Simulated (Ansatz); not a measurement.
`C=C[Si](N)(N)Cl` + `CB(F)O[SiH3]` → `C=C[Si](N)(Cl)O[SiH3]` + `CB(N)F`  (redistribution)

Gas-phase electronic energies from Ansatz, PBE0-D4/def2-TZVP geometries. CCSD(T)/CBS adds triple-zeta CCSD(T) − MP2 to the extrapolated MP2 energy (def2 sets, frozen cores). DFT in def2-TZVPP. B3LYP here is the variant with VWN-RPA as its local correlation; programs differ in this. Each species was taken in one conformer, which may not be the lowest.

```csv
level,ΔE (kJ/mol),difference from CCSD(T)/CBS
PBE0-D4,-41.7,-1.3
ωB97X-V,-41.3,-0.9
ωB97M-V,-41.2,-0.8
B2PLYP,-41.4,-1.0
PBE,-37.8,2.6
r2SCAN,-40.3,0.1
PBE0,-39.6,0.8
B3LYP,-41.2,-0.8
MP2/def2-TZVPP,-41.4,-1.0
CCSD/def2-TZVPP,-41.8,-1.4
CCSD(T)/def2-TZVPP,-41.1,-0.7
HF/def2-QZVPP,-43.6,-3.2
MP2/def2-QZVPP,-41.1,-0.7
HF/CBS(def2),-43.6,-3.2
MP2/CBS(def2),-40.6,-0.2
CCSD/CBS(def2),-41.0,-0.6
CCSD(T)/CBS,-40.4,0
```

Largest T1 diagnostic among the species: 0.012.

The D4 term adds −3.0 kJ/mol with B3LYP and −2.1 kJ/mol with PBE0; it sums over pairs of atoms, weighted by their polarisabilities, and B3LYP, whose exchange is more repulsive, gets the larger term.
